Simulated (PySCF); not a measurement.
CH₄AlIO, SMILES C[O][AlH][I].

The structure is a stationary point at PBE0-D3(BJ)/def2-SVP. The structure was generated by enumeration; whether it is a known compound was not checked. The def2 effective core potentials stand for the cores of I; spin–orbit coupling is left out. One conformer was computed; it need not be the lowest.

Level of theory: PySCF with r2SCAN/def2-TZVP.

Symmetry labels are those of the subgroup Cs that the program uses (full group Cs).

List the valence orbital energies around the gap with their symmetry. (An estimate is asked for; the answer gives what the named calculation found.)


```json
[
 {"orbital": "HOMO−7", "symmetry": "A\"", "energy (eV)": "-11.33"},
 {"orbital": "HOMO−6", "symmetry": "A'", "energy (eV)": "-11.30"},
 {"orbital": "HOMO−5", "symmetry": "A'", "energy (eV)": "-9.72"},
 {"orbital": "HOMO−4", "symmetry": "A'", "energy (eV)": "-8.26"},
 {"orbital": "HOMO−3", "symmetry": "A\"", "energy (eV)": "-7.43"},
 {"orbital": "HOMO−2", "symmetry": "A'", "energy (eV)": "-7.26"},
 {"orbital": "HOMO−1", "symmetry": "A\"", "energy (eV)": "-7.03"},
 {"orbital": "HOMO", "symmetry": "A'", "energy (eV)": "-6.95"},
 {"orbital": "LUMO", "symmetry": "A\"", "energy (eV)": "-1.50"},
 {"orbital": "LUMO+1", "symmetry": "A'", "energy (eV)": "-0.89"},
 {"orbital": "LUMO+2", "symmetry": "A'", "energy (eV)": "0.52"},
 {"orbital": "LUMO+3", "symmetry": "A'", "energy (eV)": "1.47"}
]
```
